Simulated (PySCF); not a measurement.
Al(Cl)2(nPr), C3H7AlCl2, SMILES CC[CH2][Al]([Cl])[Cl], B3LYP/def2-SVP optimised geometry. Atoms within 1.6 Å of the plane z = 1.0 Å (x, y, z in Å): Al1 (1.11, -0.83, 0.00), Cl2 (3.22, -0.83, 0.00), Cl3 (0.16, -2.71, 0.00), C4 (0.10, 0.84, 0.00), C5 (-1.43, 0.75, 0.01), C6 (-2.12, 2.12, 0.01), H8 (0.46, 1.43, 0.87), H10 (-1.77, 0.18, 0.89), H11 (-1.83, 2.71, 0.90), H12 (-3.22, 2.03, 0.02).

Computed with B3LYP/def2-TZVP in PySCF.

Map of the electrostatic potential (hartree/e), clipped to [-0.08, 0.12] on the plane z = 1.0 Å:

```
|111111111111111111111111111|
|111111111111111111111111111|
|111111111111111111111111111|
|111111111111111111111111111|
|111111122322111111111111111|
|111111137952211111111111111|
|111111269993222222111111111|
|111222389993233322111111111|
|111223489963369742211111111|
|111223368754599963211100001|
|111222246786799963211000000|
|111112248998899954311000000|
|111112269997798887421100000|
|111111269995579999844421000|
|111111249974599999989962000|
|111111123333699999999992000|
|111111111122599999989962000|
|111111111111379999744320000|
|111111110001599976421000000|
|111111100002899832110000000|
|111111100002899621000000000|
|111111100001476200000000000|
|111111100000121000000000000|
|111111100000000000000000000|
|111111100000000000000000000|
|111111110000000000000000000|
|111111110000000000000000000|
```
Scale: ten equal steps from -0.019 (start of '0') to 0.120 (end of '9'), in the order '0123456789'; x runs from -5.50 to 5.50, y from -5.50 (bottom) to 5.50 (top).
